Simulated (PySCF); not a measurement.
H5BO2SSi (SMILES OB(O)S[SiH3]), singlet, geometry from GFN2-xTB, atoms displaced at random by about 0.03 Å a coordinate; R2SCAN/STO-3G, gradient by finite differences in PySCF.

The PySCF input:
```python
from pyscf import gto, scf, dft

mol = gto.Mole()
mol.atom = '''
    Si    1.65240614    0.80235746   -0.12957237
    S     0.55289454   -1.04439573    0.00998861
    B    -1.11996125   -0.16925635    0.07430929
    O    -2.32160566   -0.79585525    0.17071152
    O    -1.10741315    1.18894328    0.02088540
    H     1.31186621    1.47189447   -1.37869435
    H     1.46335215    1.55188487    1.04503226
    H     3.00067394    0.21845347   -0.21510079
    H    -2.26481880   -1.76738304    0.22960735
    H    -1.92805140    1.66966416    0.09490756
'''
mol.basis = 'sto-3g'
mol.verbose = 4
mol.build()

mf = dft.RKS(mol)
mf.xc = 'r2scan'
mf.conv_tol = 1e-11
mf.kernel()
scan, done = mf.as_scanner(), []
scan.scf_summary = {}
def energy(d):
    c = mol.atom_coords()
    c[1, 2] += d
    e = scan(mol.set_geom_(c, unit='Bohr', inplace=False))
    done.append(scan.converged)
    return e
h = 1e-5
fd = (energy(h) - energy(-h)) / (2 * h)
print('dE/dx =', fd)
```

It wrote (shortened):

```
PySCF version 2.14.0

[INPUT] verbose = 4
[INPUT] num. atoms = 10
[INPUT] num. electrons = 56
[INPUT] charge = 0
[INPUT] spin (= nelec alpha-beta = 2S) = 0
[INPUT] symmetry False subgroup None
[INPUT] Mole.unit = angstrom
[INPUT] Symbol           X                Y                Z      unit          X                Y                Z       unit  Magmom
[...]
nuclear repulsion = 276.393573082635
number of shells = 24
number of NR pGTOs = 114
number of NR cGTOs = 38
basis = sto-3g
ecp = {}

******** <class 'pyscf.dft.rks.RKS'> ********
method = RKS
initial guess = minao
damping factor = 0
level_shift factor = 0
DIIS = <class 'pyscf.scf.diis.CDIIS'>
diis_start_cycle = 1
diis_space = 8
diis_damp = 0
SCF conv_tol = 1e-11
SCF conv_tol_grad = None
SCF max_cycles = 50
direct_scf = True
direct_scf_tol = 1e-13
XC library pyscf.dft.libxc version 7.1.2
    S. Lehtola, C. Steigemann, M. J. T. Oliveira, and M. A. L. Marques,  SoftwareX 7, 1–5 (2018)
XC functionals = r2scan
    J. W. Furness, A. D. Kaplan, J. Ning, J. P. Perdew, and J. Sun,  J. Phys. Chem. Lett. 11, 8208–8215 (2020)
    J. W. Furness, A. D. Kaplan, J. Ning, J. P. Perdew, and J. Sun,  J. Phys. Chem. Lett. 11, 9248–9248 (2020)
    J. W. Furness, A. D. Kaplan, J. Ning, J. P. Perdew, and J. Sun,  J. Phys. Chem. Lett. 11, 8208–8215 (2020)
    J. W. Furness, A. D. Kaplan, J. Ning, J. P. Perdew, and J. Sun,  J. Phys. Chem. Lett. 11, 9248–9248 (2020)
radial grids:
    Treutler-Ahlrichs [JCP 102, 346 (1995); DOI:10.1063/1.469408] (M4) radial grids

becke partition: Becke, JCP 88, 2547 (1988); DOI:10.1063/1.454033
pruning grids: <function nwchem_prune>
grids dens level: 3
symmetrized grids: False
atomic radii adjust function: <function treutler_atomic_radii_adjust>
small_rho_cutoff = 0
Set gradient conv threshold to 3.16228e-06
Initial guess from minao.
tot grids = 129312
init E= -855.967869833739
[...]
cycle= 1 E= -855.686327872783  delta_E= 0.282  |g|= 0.673  |ddm|= 3.85
[...]
cycle= 2 E= -855.605235213465  delta_E= 0.0811  |g|= 0.885  |ddm|= 2.06
[...]
cycle= 3 E= -855.843478932306  delta_E= -0.238  |g|= 0.0734  |ddm|= 1.16
[...]
cycle= 4 E= -855.845646116886  delta_E= -0.00217  |g|= 0.0241  |ddm|= 0.178
[...]
cycle= 5 E= -855.845883312384  delta_E= -0.000237  |g|= 0.00658  |ddm|= 0.0556
[...]
cycle= 6 E= -855.845901236544  delta_E= -1.79e-05  |g|= 0.0012  |ddm|= 0.0144
[...]
cycle= 7 E= -855.845901933551  delta_E= -6.97e-07  |g|= 0.000226  |ddm|= 0.00297
[...]
cycle= 8 E= -855.845901949569  delta_E= -1.6e-08  |g|= 8.96e-05  |ddm|= 0.000421
[...]
cycle= 9 E= -855.845901951812  delta_E= -2.24e-09  |g|= 3.76e-05  |ddm|= 0.000167
[...]
cycle= 10 E= -855.845901952303  delta_E= -4.91e-10  |g|= 1.65e-06  |ddm|= 5.99e-05
[...]
cycle= 11 E= -855.845901952302  delta_E= 4.55e-13  |g|= 4.53e-07  |ddm|= 4.28e-06
[...]
Extra cycle  E= -855.845901952302  delta_E= 4.55e-13  |g|= 4.31e-07  |ddm|= 1.66e-06
converged SCF energy = -855.845901952302
Create scanner for <class 'pyscf.dft.rks.RKS'>

WARN: Mole.unit (angstrom) is changed to Bohr

New geometry
   1 Si     1.652406140000   0.802357460000  -0.129572370000 AA    3.122595051150   1.516235853402  -0.244856292611 Bohr
   2 S      0.552894540000  -1.044395730000   0.009993901772 AA    1.044819256367  -1.973621895365   0.018885737265 Bohr
   3 B     -1.119961250000  -0.169256350000   0.074309290000 AA   -2.116420032626  -0.319848146344   0.140424206611 Bohr
   4 O     -2.321605660000  -0.795855250000   0.170711520000 AA   -4.387198866640  -1.503948457297   0.322598019108 Bohr
   5 O     -1.107413150000   1.188943280000   0.020885400000 AA   -2.092707560242   2.246777176842   0.039467686002 Bohr
   6 H      1.311866210000   1.471894470000  -1.378694350000 AA    2.479067848971   2.781477432562  -2.605354730985 Bohr
   7 H      1.463352150000   1.551884870000   1.045032260000 AA    2.765334787293   2.932637381156   1.974824762735 Bohr
[...]
    J. W. Furness, A. D. Kaplan, J. Ning, J. P. Perdew, and J. Sun,  J. Phys. Chem. Lett. 11, 9248–9248 (2020)
radial grids:
    Treutler-Ahlrichs [JCP 102, 346 (1995); DOI:10.1063/1.469408] (M4) radial grids

becke partition: Becke, JCP 88, 2547 (1988); DOI:10.1063/1.454033
pruning grids: <function nwchem_prune>
grids dens level: 3
symmetrized grids: False
atomic radii adjust function: <function treutler_atomic_radii_adjust>
small_rho_cutoff = 0
Set gradient conv threshold to 3.16228e-06
tot grids = 129312
init E= -855.84590195844
[...]
cycle= 1 E= -855.845901960616  delta_E= -2.18e-09  |g|= 6.68e-07  |ddm|= 1.17e-05
[...]
cycle= 2 E= -855.845901960618  delta_E= -2.05e-12  |g|= 8.68e-07  |ddm|= 2.6e-06
[...]
Extra cycle  E= -855.845901960616  delta_E= 2.27e-12  |g|= 1.31e-06  |ddm|= 3.09e-06
converged SCF energy = -855.845901960616

WARN: Mole.unit (angstrom) is changed to Bohr

New geometry
   1 Si     1.652406140000   0.802357460000  -0.129572370000 AA    3.122595051150   1.516235853402  -0.244856292611 Bohr
   2 S      0.552894540000  -1.044395730000   0.009983318228 AA    1.044819256367  -1.973621895365   0.018865737265 Bohr
   3 B     -1.119961250000  -0.169256350000   0.074309290000 AA   -2.116420032626  -0.319848146344   0.140424206611 Bohr
   4 O     -2.321605660000  -0.795855250000   0.170711520000 AA   -4.387198866640  -1.503948457297   0.322598019108 Bohr
   5 O     -1.107413150000   1.188943280000   0.020885400000 AA   -2.092707560242   2.246777176842   0.039467686002 Bohr
   6 H      1.311866210000   1.471894470000  -1.378694350000 AA    2.479067848971   2.781477432562  -2.605354730985 Bohr
   7 H      1.463352150000   1.551884870000   1.045032260000 AA    2.765334787293   2.932637381156   1.974824762735 Bohr
   8 H      3.000673940000   0.218453470000  -0.215100790000 AA    5.670451935720   0.412817229261  -0.406481582278 Bohr
   9 H     -2.264818800000  -1.767383040000   0.229607350000 AA   -4.279887253766  -3.339869902801   0.433895007687 Bohr
  10 H     -1.928051400000   1.669664160000   0.094907560000 AA   -3.643489100084   3.155207982402   0.179349295551 Bohr

******** <class 'pyscf.scf.hf.RKS_Scanner'> ********
method = RKS_Scanner
initial guess = minao
damping factor = 0
level_shift factor = 0
DIIS = <class 'pyscf.scf.diis.CDIIS'>
diis_start_cycle = 1
diis_space = 8
diis_damp = 0
SCF conv_tol = 1e-11
SCF conv_tol_grad = None
SCF max_cycles = 50
direct_scf = True
direct_scf_tol = 1e-13
XC library pyscf.dft.libxc version 7.1.2
    S. Lehtola, C. Steigemann, M. J. T. Oliveira, and M. A. L. Marques,  SoftwareX 7, 1–5 (2018)
XC functionals = r2scan
    J. W. Furness, A. D. Kaplan, J. Ning, J. P. Perdew, and J. Sun,  J. Phys. Chem. Lett. 11, 8208–8215 (2020)
    J. W. Furness, A. D. Kaplan, J. Ning, J. P. Perdew, and J. Sun,  J. Phys. Chem. Lett. 11, 9248–9248 (2020)
    J. W. Furness, A. D. Kaplan, J. Ning, J. P. Perdew, and J. Sun,  J. Phys. Chem. Lett. 11, 8208–8215 (2020)
    J. W. Furness, A. D. Kaplan, J. Ning, J. P. Perdew, and J. Sun,  J. Phys. Chem. Lett. 11, 9248–9248 (2020)
radial grids:
    Treutler-Ahlrichs [JCP 102, 346 (1995); DOI:10.1063/1.469408] (M4) radial grids

becke partition: Becke, JCP 88, 2547 (1988); DOI:10.1063/1.454033
pruning grids: <function nwchem_prune>
grids dens level: 3
symmetrized grids: False
atomic radii adjust function: <function treutler_atomic_radii_adjust>
small_rho_cutoff = 0
Set gradient conv threshold to 3.16228e-06
tot grids = 129312
init E= -855.845901948316
[...]
cycle= 1 E= -855.845901943986  delta_E= 4.33e-09  |g|= 2.2e-06  |ddm|= 2.37e-05
[...]
cycle= 2 E= -855.845901943983  delta_E= 3.18e-12  |g|= 3.5e-06  |ddm|= 8.26e-06
[...]
cycle= 3 E= -855.845901943988  delta_E= -5e-12  |g|= 2.8e-07  |ddm|= 4.92e-06
[...]
Extra cycle  E= -855.845901943988  delta_E= 4.55e-13  |g|= 4.22e-07  |ddm|= 1.01e-06
converged SCF energy = -855.845901943988
dE/dx = -0.0008314145816257222
```
